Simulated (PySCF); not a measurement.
Ionisation energy of Ga⁺ by level of theory

Ga⁺ [Ar] 3d10 4s2 (1S) → Ga²⁺ [Ar] 3d10 4s1 (2S), as a difference of total energies. Calculation: PySCF 2.14, in cc-pVDZ-PP with ECP10MDF (4s3p2d, 23 functions); a scalar-relativistic core potential. Correlated levels: valence: 3s2 3p6 3d10 frozen. The calculations carry no spin-orbit coupling.

```
        method  ionisation energy (eV)
           UHF                  18.762
          TPSS                  20.388
 MP2 (valence)                  19.391
CCSD (valence)                  19.721
```

Problem. Estimate what SCS-MP2 (valence) gives.

Solution. 19.516 eV, closest to MP2 (valence) among the rows shown.

Problem. Estimate what PBE0 gives.

Solution. 20.384 eV, closest to TPSS among the rows shown.

Errors of the correlated levels include the incompleteness of this basis and the frozen core.

With two correlated electrons CCSD is exact in that space.

For comparison: 20.515 eV (measured; NIST Atomic Spectra Database, ionization energies).
